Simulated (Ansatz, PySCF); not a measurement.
Gas-phase reaction R1 → 2 P1, each structure at its B3LYP-D3(BJ)/def2-TZVP stationary point, reached from a drawn start (curvature not checked).
P1: O atom, charge 0, multiplicity 3.
R1: O2 (SMILES O=O), charge 0, multiplicity 3.

| level | reaction energy (kcal/mol) | minus CCSD(T)/cc-pVQZ |
|---|---|---|
| HF/cc-pVDZ | 27.60 | -89.58 |
| HF/cc-pVTZ | 32.76 | -84.42 |
| HF/cc-pVQZ | 33.49 | -83.69 |
| SVWN5/def2-TZVPP | 174.97 | 57.79 |
| PBE/def2-TZVPP | 143.87 | 26.69 |
| BLYP/def2-TZVPP | 135.61 | 18.43 |
| revPBE/def2-TZVPP | 134.89 | 17.71 |
| r2SCAN/def2-TZVPP | 129.83 | 12.65 |
| B97M-V/def2-TZVPP | 122.42 | 5.24 |
| B3LYP/def2-TZVPP | 123.75 | 6.57 |
| PBE0/def2-TZVPP | 124.37 | 7.19 |
| BHLYP/def2-TZVPP | 99.90 | -17.28 |
| M06-2X/def2-TZVPP | 122.01 | 4.83 |
| CAM-B3LYP/def2-TZVPP | 124.46 | 7.28 |
| wB97X-V/def2-TZVPP | 126.52 | 9.34 |
| wB97M-V/def2-TZVPP | 123.13 | 5.95 |
| B2PLYP/def2-TZVPP | 122.29 | 5.11 |
| MP2/cc-pVDZ | 115.46 | -1.72 |
| MP2/cc-pVTZ | 125.40 | 8.22 |
| MP2/cc-pVQZ | 128.89 | 11.71 |
| SCS-MP2/cc-pVDZ | 104.03 | -13.15 |
| SCS-MP2/cc-pVTZ | 114.20 | -2.98 |
| SCS-MP2/cc-pVQZ | 117.92 | 0.74 |
| CCSD/cc-pVDZ | 98.90 | -18.28 |
| CCSD/cc-pVTZ | 106.14 | -11.04 |
| CCSD/cc-pVQZ | 109.25 | -7.93 |
| CCSD(T)/cc-pVDZ | 104.00 | -13.18 |
| CCSD(T)/cc-pVTZ | 113.60 | -3.59 |
| CCSD(T)/cc-pVQZ | 117.18 | 0.00 |

 The comparison column counts from a level with limits of its own.

P less R. No zero-point or thermal terms; open shells are unrestricted; no spin–orbit coupling.

Frozen-core correlation throughout.

Codes used: Ansatz (a program for electronic structure) with Gaussian orbitals; PySCF for M06-2X. No computed number here is a measurement.
